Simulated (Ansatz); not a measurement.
Basis-set extrapolation for CH7OPSi (`CO[SiH2]P`) (PBE0-D4/def2-TZVP geometry, frozen core, the Gaussian-basis code of Ansatz). Multiplicity 1, RHF reference.

```csv
,def2-TZVPP,def2-QZVPP
HF,-746.582294,-746.607197
MP2 correlation,-0.695470,-0.747706
CCSD(T) correlation,-0.777024,not run
```

Energies in hartree. Use E(X) = E(∞) + A·exp(−7.88·√X) for Hartree–Fock and E(X) = E(∞) + B·X^(−2.97) for correlation, with X = 3 and 4, and add CCSD(T) minus MP2 of the smaller set to the MP2 limit.

What is the CCSD(T) energy at the basis-set limit?

HF limit: -746.607197 + (-0.024903) × 0.13774 = -746.61063. MP2 limit: -0.747706 + (-0.052236) × 0.74074 = -0.78640. Higher-order term: -0.777024 − (-0.695470) = -0.08155. Total: -747.47858 hartree, 74.8 kcal/mol below CCSD(T)/def2-TZVPP.
